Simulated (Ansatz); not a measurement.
Species: BNH₂Cl, charge 0, doublet. BNH2Cl (SMILES N[B]Cl, doublet).
B3LYP-D3(BJ)/def2-TZVP minimum from Ansatz (a program for electronic structure):
```xyz
5

B      0.4711     0.6246    -0.1666
Cl    -1.0417    -0.2620    -0.2359
N      1.6053     0.1863     0.4810
H      2.4565     0.7224     0.4999
H      1.6600    -0.6944     0.9764
```
Charge 0, spin multiplicity 2.

Atomisation energy term by term, kcal/mol (programs: Ansatz). Open shells are spin-unrestricted; no spin-orbit coupling. Cores are frozen in correlated methods. Rows without X2C or -DK are non-relativistic. CBS(X,Y): correlation extrapolated as X^-3, Hartree-Fock from the larger set. A bracket is a step between two methods taken in the basis named. '+ core + X2C': CCSD(T) terms for core correlation (cc-pwCVTZ, 1s frozen past Ne) and scalar relativity (cc-pVTZ-DK). Where a partner has so few electrons that a lower coupled-cluster level is exact, that level stands in.

```
term                                       basis  kcal/mol
------------------  ----------------------------  --------
Hartree-Fock                         cc-pV(Q+d)Z    291.27
CCSD correlation    CBS(cc-pV(T+d)Z,cc-pV(Q+d)Z)    102.98
(T)                 CBS(cc-pV(T+d)Z,cc-pV(Q+d)Z)      8.33
CCSDT(Q) - CCSD(T)                   cc-pV(D+d)Z      0.51
core correlation                       cc-pwCVTZ      2.07
scalar relativity                X2C, cc-pVTZ-DK     -0.58
sum: De                                              404.6
```
